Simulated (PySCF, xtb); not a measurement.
C4F5, SMILES C1(F)=C([C](F)C1(F)F)F (connectivity only; charge and spin as stated), charge +1, multiplicity 1.

Harmonic wavenumbers (cm⁻¹) from GFN2-xTB (xtb) at its own minimum, in rising order: 47, 152, 196, 238, 255, 290, 403, 444, 554, 586, 656, 676, 711, 867, 965, 1142, 1147, 1203, 1426, 1512, 1752.

Question: What does B3LYP-D3(BJ)/def2-SVP run with PySCF 2.14.0 give at its own minimum? (Estimate from the structure and the level; the computed values follow.)

Answer: 57, 184, 205, 233, 266, 289, 450, 490, 591, 679, 688, 710, 837, 1003, 1053, 1232, 1273, 1361, 1561, 1590, 1841. Paired by order, the mean absolute difference is 66 cm⁻¹ and the zero-point energies are 21.8 and 23.7 kcal/mol.
